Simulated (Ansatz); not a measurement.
The pair A = NH3 (SMILES N) (first 4 atoms), B = C3H6 (SMILES C=CC); geometry from B3LYP-D3(BJ)/def2-TZVP.
(charge 0, multiplicity 1):
```xyz
13

N     -0.21106    -0.20862     0.53719
H     -0.71185    -0.85499    -0.06195
H      0.73847    -0.14826     0.18707
H     -0.16549    -0.62346     1.46246
C      0.12427    -1.01156     4.23753
C     -0.52055     0.11574     3.95961
C      0.12428     1.43046     3.66012
H      1.20752    -1.04862     4.27948
H     -0.40460    -1.93402     4.44073
H     -1.60706     0.10214     3.92956
H     -0.22427     2.20256     4.35168
H      1.21107     1.36812     3.73456
H     -0.13618     1.75959     2.65072
```

Cores are frozen in the correlated methods. MP2 and its Hartree–Fock in aug-cc-pVTZ are density fitted.

Codes used: Ansatz (Gaussian orbitals). Each number belongs to the level named beside it.

The counterpoise-corrected interaction energy is E(AB) − E(A in the pair's basis) − E(B in the pair's basis). Total energies (hartree):

| level | AB | A in the pair's basis | B in the pair's basis |
|---|---|---|---|
| HF/aug-cc-pVDZ | -173.2925556 | -56.2056152 | -117.0870347 |
| MP2/aug-cc-pVDZ | -173.9290218 | -56.4055630 | -117.5204045 |
| HF/aug-cc-pVTZ | -173.3376796 | -56.2202465 | -117.1175058 |
| MP2/aug-cc-pVTZ | -174.0983865 | -56.4607568 | -117.6340936 |
| CCSD(T)/aug-cc-pVDZ | -174.0070772 | -56.4260660 | -117.5782468 |

Problem. Work out the counterpoise-corrected interaction energy at the basis-set limit: extrapolate the MP2 correlation part as X⁻³, take Hartree–Fock from the larger set, and add the CCSD(T) − MP2 difference of aug-cc-pVDZ.

Solution. 
1. Differences (1 hartree = 627.509 kcal/mol): HF/aug-cc-pVDZ 0.059; MP2/aug-cc-pVDZ -1.917; HF/aug-cc-pVTZ 0.046; MP2/aug-cc-pVTZ -2.219; CCSD(T)/aug-cc-pVDZ -1.735.
2. Correlation parts, MP2 less HF: -1.976 in aug-cc-pVDZ (X = 2), -2.265 in aug-cc-pVTZ (X = 3).
3. Limit (3³·(-2.265) − 2³·(-1.976))/(3³ − 2³) = -2.386; with HF/aug-cc-pVTZ it gives -2.341.
4. CCSD(T) less MP2 in aug-cc-pVDZ: 0.182.
Result: -2.16 kcal/mol, against -1.92 at MP2/aug-cc-pVDZ. It is an estimate of this method's limit, not of the exact value.

Ansatz is a quantum-chemistry and plane-wave program.
